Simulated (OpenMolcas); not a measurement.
# What dynamic correlation does to the levels of P³⁺

| Item | Value |
| --- | --- |
| Program | OpenMolcas |
| Basis | ANO-R2 [5s4p3d1f] |
| Scalar Hamiltonian | X2C, finite nucleus |
| Active space | 2 electrons in 4 orbitals (3s 3p) |
| State averaging | 2S+1 = 3 even, 3 roots; 2S+1 = 1 even, 7 roots; 2S+1 = 3 odd, 3 roots; 2S+1 = 1 odd, 3 roots |
| Spin-orbit coupling | RASSI with atomic mean-field integrals over the reference wave functions, term energies averaged over their components |

Methods on the same reference wave functions:
A. CASSCF
B. SS-CASPT2, IPEA 0.25 Eh, imaginary shift 0.1 Eh (closed shells correlated: 2s 2p)
C. MS-CASPT2, IPEA 0.25 Eh, imaginary shift 0.1 Eh (closed shells correlated: 2s 2p)

Energies in eV above 3s² ¹S₀, the measured ground level; measured values from Martin, Zalubas and Musgrove, J. Phys. Chem. Ref. Data 14, 751 (1985).

| Level | A | B | C | Measured |
| --- | --- | --- | --- | --- |
| 3s² ¹S₀ | 0.0000 | 0.0000 | 0.0000 | 0.0000 |
| 3s 3p ³P°₀ | 8.3134 | 8.308 | 8.320 | 8.4208 |
| 3s 3p ³P°₁ | 8.3380 | 8.332 | 8.345 | 8.4491 |
| 3s 3p ³P°₂ | 8.3877 | 8.382 | 8.395 | 8.5072 |
| 3s 3p ¹P°₁ | 14.4359 | 13.174 | 13.187 |  |
| 3p² ³P₀ | 20.4552 | 20.290 | 20.302 | 20.4501 |
| 3p² ³P₁ | 20.4805 | 20.315 | 20.328 | 20.4804 |
| 3p² ³P₂ | 20.5286 | 20.355 | 20.367 | 20.5385 |
| 3p² ¹D₂ | 22.1371 | 20.493 | 20.506 | 19.6071 |
| 3p² ¹S₀ | 25.7046 | 24.123 | 24.148 | 24.1263 |

Deviations, from unrounded energies. A percentage is the sum of absolute deviations over the sum of measured energies, with the sign that they share, or ± where signs differ.

| Against measurement | Levels | A | B | C |
| --- | --- | --- | --- | --- |
| mean absolute deviation (cm-1) | 8 | 4500 | 1800 | 1700 |
| other configurations (%) | 8 | ±3.4 | ±1.3 | ±1.3 |

B, C lie about equally close to measurement and A furthest from it. The largest miss of C in the table is 3p² ¹D₂, by +7300 cm-1. The ranking rests on the paired levels alone, and a cruder setting can come out closer through cancelling errors.

Between B and C the level of the table that moves most is 3p² ¹S₀, by 200 cm-1 (lowest in B, highest in C).

The lowest spin-free term lies below A's lowest term by 0.198 hartree in B, 0.199 hartree in C.

Over all roots computed the reference weight is 0.91 to 0.99 in B, 0.91 to 0.99 in C; the roots of lowest weight are the least certain, and an intruder state may touch them. The ¹D term of p² mixes with s d, which this space lacks. Some levels mix across a computed gap that differs much from the measured one, so their mixing is not that of the real levels (holds for B; C). Measured partners are found by configuration, term and J. A level has none where our copy of the source lacks it or the pairing is in doubt (some pairs that miss far off the trend of their configuration count as doubtful), and it then counts in no deviation. Only configurations of the active space appear.

° marks odd parity.
